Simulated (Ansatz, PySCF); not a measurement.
CH₅FN₂Si₂, SMILES F[Si@@H]1C=N[SiH2]N1. Atoms are numbered in the order given.

```xyz
11

F     -2.0234     1.2027    -0.3200
Si    -1.0180    -0.0461    -0.6086
C     -0.5611    -0.9317     1.0191
N      0.6639    -0.8907     1.3792
Si     1.7264    -0.0237     0.2545
N      0.5860     0.4389    -0.9903
H     -1.7084    -0.8389    -1.6593
H     -1.2908    -1.4538     1.6697
H      2.3629     1.1265     0.9562
H      2.7910    -0.9389    -0.2455
H      0.8416     0.9139    -1.8482
```
Charge 0, spin multiplicity 1.

Geometry optimised at PBE0-D3(BJ)/def2-SVP. The structure was generated by enumeration; whether it is a known compound was not checked.

Two levels are set side by side: PBE-D3(BJ)/def2-SVP (Ansatz, an electronic-structure program) and PBE0-D3(BJ)/def2-SVP (Ansatz). Each level has its own optimised geometry; the coordinates shown are those of the second. Frequencies come from the Hessian of PySCF at each geometry. Differences are taken from unrounded values.

```csv
quantity,PBE0-D3(BJ)
mean bond length (Å),1.513
bond F1–Si2 (Å),1.629
bond Si2–C3 (Å),1.909
bond Si2–N6 (Å),1.719
bond C3–N4 (Å),1.277
bond N4–Si5 (Å),1.774
bond Si5–N6 (Å),1.750
bond Si2–H7 (Å),1.486
bond C3–H8 (Å),1.108
bond Si5–H9 (Å),1.490
bond Si5–H10 (Å),1.490
bond N6–H11 (Å),1.013
highest harmonic wavenumber (cm⁻¹),3672
mean harmonic wavenumber (cm⁻¹),1095
zero-point energy (kcal/mol),42.26
```

**Question.** What does PBE-D3(BJ) give, and how far is it from PBE0-D3(BJ)? (Estimate from the structure and the level; the computed values follow.)

**Answer.** 
| quantity | PBE-D3(BJ) | PBE-D3(BJ) minus PBE0-D3(BJ) |
|---|---|---|
| mean bond length (Å) | 1.526 | 0.013 |
| bond F1–Si2 (Å) | 1.646 | 0.017 |
| bond Si2–C3 (Å) | 1.922 | 0.014 |
| bond Si2–N6 (Å) | 1.734 | 0.015 |
| bond C3–N4 (Å) | 1.290 | 0.012 |
| bond N4–Si5 (Å) | 1.789 | 0.015 |
| bond Si5–N6 (Å) | 1.762 | 0.012 |
| bond Si2–H7 (Å) | 1.499 | 0.013 |
| bond C3–H8 (Å) | 1.118 | 0.009 |
| bond Si5–H9 (Å) | 1.502 | 0.012 |
| bond Si5–H10 (Å) | 1.502 | 0.011 |
| bond N6–H11 (Å) | 1.022 | 0.008 |
| highest harmonic wavenumber (cm⁻¹) | 3558 | -115 |
| mean harmonic wavenumber (cm⁻¹) | 1052 | -43 |
| zero-point energy (kcal/mol) | 40.61 | -1.65 |

Exact exchange shortens and stiffens bonds; PBE has none. Differences between two approximate levels are no errors against the true value.
